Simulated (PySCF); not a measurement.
C5H7O, SMILES C1C(=O)CC[CH]1, multiplicity 2.

The structure is a stationary point at B3LYP-D3(BJ)/def2-SVP. The isomer is the one that the SMILES or the coordinates give; other isomers of the formula were not compared. One conformer was computed; it need not be the lowest.

Method: PySCF with B3LYP-D3(BJ)/def2-SVP.

No scaling factor is applied to the harmonic values.

```
mode  ν (cm⁻¹)  IR (km/mol)  moving atoms (share of kinetic energy)
----  --------  -----------  --------------------------------------
1           76          5.9                  C 39 %, H 38 %, O 22 %
2          116          1.5                          H 55 %, C 45 %
3          385         22.3                          H 85 %, C 13 %
4          452          5.1                  H 44 %, C 44 %, O 12 %
5          472          7.5                  O 46 %, C 39 %, H 15 %
6          611          3.1                  C 53 %, O 27 %, H 20 %
7          665          0.7                   C 52 %, H 39 %, O 9 %
8          735          4.5                          C 64 %, H 34 %
9          789          3.3                          C 70 %, H 27 %
10         861          1.0                          H 61 %, C 38 %
11         917          0.9                          C 72 %, H 28 %
12         941          2.1                          H 63 %, C 37 %
13         980          8.0                          H 54 %, C 46 %
14        1051          1.9                          H 76 %, C 24 %
15        1076          0.6                          H 84 %, C 16 %
16        1146          0.4                          H 70 %, C 29 %
17        1152         75.4                          C 79 %, H 19 %
18        1216          0.1                          H 70 %, C 29 %
19        1253          0.7                          H 58 %, C 41 %
20        1267         23.1                          C 52 %, H 48 %
21        1324          0.8                          H 54 %, C 46 %
22        1357          7.0                          C 53 %, H 47 %
23        1392         10.6                                  H 93 %
24        1419          6.7                                  H 92 %
25        1448          6.6                           H 91 %, C 9 %
26        1868        226.1                          C 63 %, O 36 %
27        2956         32.4                                  H 93 %
28        2977         12.9                                  H 95 %
29        2997          7.1                           H 91 %, C 9 %
30        3036         18.9                                  H 93 %
31        3047         10.4                                  H 93 %
32        3117          6.0                           H 91 %, C 9 %
33        3207         11.7                           H 92 %, C 8 %
```
